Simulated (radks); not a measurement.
Values are calculated unless marked as measured or tabulated.
Q: Li2+, 1 electrons, occupied as 2s1 (not the ground configuration). Code: a radial shooting solver on a logarithmic mesh with Libxc functionals. Model: scalar-relativistic Kohn-Sham, r2SCAN, spin-polarised, spherical densities, finite nucleus; open shells are filled with parallel spins first; meta-GGA in the generalised Kohn-Sham scheme; Fermi nuclear charge, rms radius 2.444 fm. Some entries of the table are withheld. Estimate them.

| orbital | occ. | eigenvalue (eV) | r(max) (bohr) |
|---|---|---|---|
| 1s up | 0 | -106.9074 | 0.3024 |
| 2s up | 1 | -26.9826 | (1) |
| 2p up | 0 | -22.7685 | (2) |
| 3d up | 0 | -7.9892 | 2.837 |

A: 
(1) 2s up r(max) (bohr): 1.727
(2) 2p up r(max) (bohr): 1.627
